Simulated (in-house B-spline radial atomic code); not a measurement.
**Ne5+: [He] 2s2 2p1**

Level of theory: non-relativistic M06-2X, spin-polarised, spherical fractional occupations, exact exchange averaged over the configuration, point nucleus; calculated with a B-spline radial code for spherical atoms.

Effective charges: Z_r = [3n² - l(l+1)]/(2<r>) from the radius, Z_e = n√(-2ε) from the energy, and Slater's rules. Values are occupation-weighted means over spin.

```json
{"shell": "1s", "electrons": "2", "ε (eV)": "-1023.7", "<r> (bohr)": "0.1572", "Z_r": "9.54", "Z_e": "8.67", "Slater": "9.70"}
{"shell": "2s", "electrons": "2", "ε (eV)": "-166.98", "<r> (bohr)": "0.7369", "Z_r": "8.14", "Z_e": "7.01", "Slater": "7.60"}
{"shell": "2p", "electrons": "1", "ε (eV)": "-151.32", "<r> (bohr)": "0.6607", "Z_r": "7.57", "Z_e": "6.67", "Slater": "7.60"}
```

The least bound orbital is 2p up at -151.3 eV, while the most diffuse is 2s down (<r> = 0.7404 bohr against 0.6607 bohr): energy order and size order differ.
